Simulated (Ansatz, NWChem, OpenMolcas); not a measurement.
# The HOMO–LUMO gap down a group: F to I

Gas-phase molecules, one atom swapped for its congeners: RbF; RbCl; RbBr; RbI. All are singlets with charge 0.

Shapes, held fixed at every level: PBE0-D4/def2-TZVP; RbBr, RbI at the measured bond length. Programs: Ansatz 0.2.0, NWChem 7.3.0, OpenMolcas 26.06. A level may come from different programs for different species; with the same settings they agree closely. Values in eV.

| level | RbF | RbCl | RbI |
| --- | --- | --- | --- |
| HF/STO-3G | 10.25 | 11.66 | 10.30 |
| HF/3-21G | 7.47 | 7.86 | 6.68 |
| PBE0/def2-SVP | 4.33 | 4.16 | 3.79 |

Question: Estimate the column for RbBr from its neighbours.

Answer: The mean of the neighbours at PBE0/def2-SVP is 3.98 eV, against 4.12 from the run: the member lies nearer Cl. All rows: HF/STO-3G 10.63; HF/3-21G 7.05; PBE0/def2-SVP 4.12 eV. At PBE0/def2-SVP the HOMO–LUMO gap falls at every step, from 4.33 to 3.79 eV. 1 of 3 levels show this order throughout; 1 agree on the largest and the smallest. For atoms past krypton def2 sets carry core potentials with scalar relativity. All-electron rows are non-relativistic unless named. Relativity is left out for Br. Orbital gaps aren't excitation energies, and the LUMO depends on the basis.
